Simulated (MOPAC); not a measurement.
MOPAC input (PM3):

```
PM3 PRECISE GNORM=0.05 LET XYZ GEO-OK AUX(PRECISION=9) THREADS=1
ClIn

In   -0.00000000 1   -0.00000000 1   -0.62875443 1
Cl    0.00000000 1    0.00000000 1    1.81229218 1
```

Problem. What heat of formation does the run end on?

Solution. -13.32 kcal/mol.
